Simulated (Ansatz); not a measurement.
`F[SiH](F)S[SiH](Cl)Cl` → `F[SiH](F)[S]`• + `Cl[SiH]Cl`• at 500 K and 1 bar (homolysis of the S–Si bond).

Computed with Ansatz on PBE0-D4/def2-TZVP structures; ΔE is electronic, products minus reactants. CBS: MP2 limit from def2 TZ/QZ plus the TZ coupled-cluster correction, frozen cores. Open shells (•) are unrestricted, without spin–orbit coupling. Each species was taken in one conformer, which may not be the lowest.

```tsv
species	CCSD(T)/CBS energy (Eh)	H − E (kJ/mol)	S (J/(mol·K))
`F[SiH](F)S[SiH](Cl)Cl`	-2096.58112	138.9	512.9
`F[SiH](F)[S]`•	-887.15400	72.6	349.1
`Cl[SiH]Cl`•	-1209.27657	54.9	329.2
```

H − E and S are ideal-gas, rigid-rotor, harmonic terms from PBE0-D4/def2-TZVP, for one conformer and one mirror image of each species, with the whole ground term of open shells counted as degenerate. 1 Eh = 2625.50 kJ/mol, R = 8.31446 J/(mol·K).

**Question.** By hand: ΔE, ΔH, ΔS and ΔG.

**Answer.** ΔE = (-887.15400) + (-1209.27657) − (-2096.58112) = 0.15055 Eh = 395.3 kJ/mol. Δ(H − E) = 72.6 + 54.9 − 138.9 = -11.4, so ΔH = 383.9 kJ/mol. ΔS = 349.1 + 329.2 − 512.9 = 165.4 J/(mol·K). ΔG = 383.9 − 500 × (165.4)/1000 = 301.2 kJ/mol.

**Question.** By hand: the equilibrium constant, and the temperature at which ΔG would vanish if ΔH and ΔS stayed fixed.

**Answer.** log₁₀ K = −ΔG/(RT ln 10) = -31.5. ΔG = 0 at ΔH/ΔS = 2321 K.

The number of gas molecules changes by +1, which sets the sign of ΔS. A doubt of 5 kJ/mol in ΔE shifts log₁₀ K by 0.5 here. Other conformers and mirror images would add mixing entropy, several J/(mol·K) or more a flexible species. Modes under 60 cm⁻¹, often nearly free rotors, make the harmonic entropy too high. These are equilibria of isolated gas molecules and say nothing of rates. Largest T1 diagnostic: 0.013 (customary marks: 0.02 for closed shells, 0.045 for open ones).
